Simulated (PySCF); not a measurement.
## BSb⁺ at PBE

Computed with PBE; basis B cc-pVDZ, Sb cc-pVDZ-PP with ECP28; scalar-relativistic core potentials; PySCF 2.14.

```
state                                                                                                              : ⁴Σ⁻ (quartet), unpaired electrons σ ↑, π ↑↑
bond length                                                                                                        : 2.209 Å
harmonic wavenumber                                                                                                : 520 cm⁻¹
force constant                                                                                                     : 1.61 mdyn/Å
rotational constant Be                                                                                             : 0.3423 cm⁻¹
anharmonicity ωexe                                                                                                 : 4.83 cm⁻¹
vibration–rotation constant αe                                                                                     : 0.00359 cm⁻¹
well depth De to B⁺ + Sb                                                                                           : 3.29 eV
dissociation energy D0                                                                                             : 3.26 eV
bond order (Mayer)                                                                                                 : 1.66
dipole moment (positive dipole points towards Sb; it is taken about the centre of mass and depends on that origin) : -1.89 D
```

Spin–orbit coupling is left out, which matters for elements this heavy, above all for dissociation energies. For an ion De counts to the pair picked by the measured ionisation energies or electron affinities, which need not be the lowest pair at this level. The state was picked by a PBE0 search and need not be the measured ground state.
